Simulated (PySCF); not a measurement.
# Nuclear quadrupole coupling in `N#C[C@@](F)(CF)CCl`

Species: C4H4ClF2N.
Numbering: `[N:1]#[C:2][C@@:3]([F:4])([CH2:5][F:6])[CH2:7][Cl:8]` (hydrogens: H9, H10 on C5; H11, H12 on C7)

Geometry (PBE0-D3(BJ)/def2-SVP, Å), atoms numbered from 1 in this order:
```
atom  x, y, z in Å
N1    -0.394    2.754    0.235
C2    -0.178    1.650   -0.030
C3     0.133    0.253   -0.382
F4     0.665    0.233   -1.649
C5     1.173   -0.283    0.596
F6     1.370   -1.610    0.362
C7    -1.124   -0.613   -0.445
Cl8   -1.979   -0.641    1.105
H9     0.820   -0.135    1.628
H10    2.116    0.266    0.441
H11   -1.796   -0.219   -1.217
H12   -0.815   -1.634   -0.703
```

Field gradients from the PBE0/pcSseg-1 density (PySCF, non-relativistic), principal values in atomic units, ordered |Vxx| ≤ |Vyy| ≤ |Vzz|:

```csv
atom,Vxx,Vyy,Vzz
N1,0.4635,0.5483,-1.0118
Cl8,-1.9677,-2.1894,4.1571
```

Q: Find the asymmetry η = (Vxx − Vyy)/Vzz and the couplings χ = eQV/h (234.96 MHz × Q in barn × V in au), with Q(14N) = 0.02044 b, Q(35Cl) = −0.0817 b.

A: 
```csv
atom,environment,nucleus,η,χzz (MHz),χxx (MHz),χyy (MHz)
N1,nitrile nitrogen,14N,0.08,-4.859,2.226,2.633
Cl8,alkyl chlorine,35Cl,0.05,-79.80,37.77,42.03
```

Q: What is Vzz at N1 in SI units (1 au = 9.71736 × 10²¹ V/m²)?

A: -1.0118 au = -9.832 × 10²¹ V/m².

Q: What couplings would deuterons (Q(2H) = 0.00286 b) have in place of the hydrogens, at this geometry?

A: 
| atom | bonded to | bond length (Å) | Vzz (au) | η | χzz (kHz) |
| --- | --- | --- | --- | --- | --- |
| H9 | C5 | 1.101 | 0.2688 | 0.08 | 181 |
| H10 | C5 | 1.102 | 0.2714 | 0.09 | 182 |
| H11 | C7 | 1.097 | 0.2824 | 0.05 | 190 |
| H12 | C7 | 1.097 | 0.2805 | 0.05 | 188 |

The structure is a single PBE0-D3(BJ)/def2-SVP conformer in the gas phase; no vibrational or solvent corrections. The basis is small and wasn't made for field gradients, so the couplings can be 20 % off.

The run behind these numbers computed NMR shieldings as well. On Arm Neoverse V1, one thread, on a shared host, this took 17 s wall.
